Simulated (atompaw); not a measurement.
# PBEsol PAW (atompaw) dataset for Fe, scalar-relativistic all-electron reference.

Input for atompaw 4.2.0.5:

```
Fe 26
GGA-PBESOL scalarrelativistic loggrid 1500 logderivrange -7 5 301
4 4 3 0 0 0
4 0 1
4 1 0
3 2 6
0 0 0
c
c
c
v
c
v
v
v
2
2.20 1.85 1.70 1.85
y
0.7
n
n
y
0.75
n
custom rrkj gramschmidtortho gaussian
3 0 ultrasoft
2.20
2.20
1.25
1.90
1.60
1.60
PWSCFOUT
UPFDX 0.0125d0 UPFXMIN -7.d0 UPFZMESH 26.d0
END
```

Command:

```bash
atompaw < Fe.input > Fe.log
```

Resulting log (summary file):

```
Completed calculations for Fe (AE)

 Exchange-correlation type: GGA, Perdew-Burke-Ernzerhof modified (PBEsol)

 Radial integration grid is logarithmic
 r0 =   3.1899155E-04 h =   8.2937802E-03   n =      1500 rmax =   8.0000000E+01

 Scalar relativistic calculation

 AEatom converged in  30 iterations
   nz     =  26.00
   delta  =       6.686215838007E-17

 All Electron Orbital energies:
  n  l      occupancy      energy
  1  0      2.0000000E+00 -5.1451143E+02
  2  0      2.0000000E+00 -6.0801031E+01
  3  0      2.0000000E+00 -7.5187614E+00
  4  0      1.0000000E+00 -9.0602001E-01
  2  1      6.0000000E+00 -5.1920157E+01
  3  1      6.0000000E+00 -5.0324045E+00
  4  1      0.0000000E+00 -5.3614671E-01
  3  2      6.0000000E+00 -1.1748144E+00

 Total energy
   Total                    :    -2541.88238144233992

 ---
 Completed calculations for Fe (SC)

 Exchange-correlation type: GGA, Perdew-Burke-Ernzerhof modified (PBEsol)

 Radial integration grid is logarithmic
 r0 =   3.1899155E-04 h =   8.2937802E-03   n =      1500 rmax =   8.0000000E+01

 Scalar relativistic calculation

 SCatom converged in   3 iterations
   nz     =  26.00
   delta  =       5.652783126268E-17

 Valence Electron Orbital energies:
  n  l      occupancy      energy
   4  0      1.0000000E+00 -9.0602001E-01
   3  1      6.0000000E+00 -5.0324045E+00
   4  1      0.0000000E+00 -5.3614671E-01
   3  2      6.0000000E+00 -1.1748144E+00

 Total energy
   Total                    :    -2541.88238143540912
   Valence                  :     -261.48896407497637

 PAW parameters:
       lmax =            2
         rc =    2.2048932958304786
        irc =         1067
   rc_shape =    1.8524002028615802
    rc_vloc =    1.7049393042408409
    rc_core =    1.8524002028615802
   Vloc: Non norm-conserving form with l= 3;e=   0.0000E+00
   Projector type: RRKJ pseudization + Gram-Schmidt ortho.
   Gaussian compensation charge shape with gausstol =   1.0000E-04

 Number of basis functions     6
 No.   n  nodes  l      Energy         Cp coeff         Occ
  1    4    3    0   -0.9060200E+00  0.1000000E+01  0.1000000E+01
  2  999    4    0    0.7000000E+00  0.1496690E-01  0.0000000E+00
  3    3    1    1   -0.5032404E+01  0.1000000E+01  0.6000000E+01
  4    4    2    1   -0.5361467E+00  0.8827450E+00  0.0000000E+00
  5    3    0    2   -0.1174814E+01  0.1000000E+01  0.6000000E+01
  6  999    1    2    0.7500000E+00  0.5109179E+00  0.0000000E+00

 Eigenvalues of overlap operator (in the basis of projectors):
    1        1.72765216E-01
    2        6.61384507E-01
    3        1.35426478E+00
    4        2.71783979E+00
    5        7.54191704E+00
    6        3.00851190E+02

 Orbital leakage outside PAW augmentation regions
   orb  is_core?  %out_of_sphere
   1 0    T           0.00
   2 0    T           0.00
   3 0    T           0.10
   4 0    F          66.60
   2 1    T           0.00
   3 1    F           0.35
   4 1    F          83.89
   3 2    F           6.37

 Summary of PAW energies
   Total valence energy     :   -261.48897458242971
   Smooth energy            :     83.73877497337281
   One center               :   -345.22774955580252
   Smooth kinetic           :     59.13289145984675
   Vloc energy              :      7.91129852201534
   Smooth exch-corr         :    -12.58530489374826
   One-center xc            :    -95.70542050763109
```

The run took about 3.4 s on one core of a shared server CPU.
